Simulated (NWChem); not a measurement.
System: SOF anion

NWChem input:

```
start job
memory heap 200 mb stack 900 mb global 1100 mb
charge -1
geometry units angstroms noautoz
  O     -0.613576     1.252531     0.000000
  S      0.504404     0.173308     0.000000
  F     -0.333404    -1.432320     0.000000
end
basis spherical
  * library 6-31+g*
end
dft
  xc rpbe cpbe96
  iterations 150
  mulliken
end
task dft energy
```

The geometry was optimised at B3LYP/def2-SVPD. The highest occupied level is positive, so the extra electron may be held by the finite basis.

### Question
Predict the main results of this run. (RPBE/6-31+G* (spherical d).) Quantities: energy (Ha); highest occupied level (eV); orbital gap (eV).

### Answer
- energy (Ha): -573.21
- highest occupied level (eV): 1.91
- orbital gap (eV): 1.45
